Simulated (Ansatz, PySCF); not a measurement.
MoO₃, charge +1, doublet, geometry from GFN2-xTB (such geometries of metal compounds can be far from the true shape) (the multiplicity is a formal guess) (core potentials on Mo). Base run: REVPBE/def2-SVPD run with PySCF.

The PySCF input:
```python
from pyscf import gto, scf, dft

mol = gto.Mole()
mol.atom = '''
    Mo    0.00000000   -0.00000000   -0.00000000
    O    -1.13555064   -1.19952535   -0.09964600
    O    -0.10119083    1.31969514   -0.99319224
    O     1.23674147   -0.12016978    1.09283824
'''
mol.basis = 'def2-svpd'
mol.ecp = {'Mo': 'def2-svpd'}
mol.charge = 1
mol.spin = 1
mol.verbose = 4
mol.build()

mf = dft.UKS(mol)
mf.xc = 'revpbe'
mf.kernel()
```

The same geometry, method and basis name were run in Ansatz (a quantum-chemistry and plane-wave program) and PySCF, at each program's defaults and at the settings that a row names. The base is PySCF at its defaults. Differences at the defaults can come from grids, fitting, cores and function types together.

| code and settings | ΔE vs base (µEh) | basis functions | E (Eh) | SCF cycles | outcome |
|---|---|---|---|---|---|
| PySCF, defaults (exact integrals, its default grid, spherical functions) | 0.0 | 103 | -293.35182 | 34 | converged |
| Ansatz, defaults (factorised integrals, its default grid, spherical functions) | -1.9 | 103 | -293.35182 | - | converged |
| PySCF, density fitting with def2-universal-jkfit | -66.1 | 103 | -293.35189 | 33 | converged |
| PySCF, fine grid | - | 103 | - | 28 | not converged |
| Ansatz, high accuracy | -1.1 | 103 | -293.35182 | - | converged |

Open shells are given as the SCF converged; they aren't shown to be the lowest states, and a large step between rows can be another state.
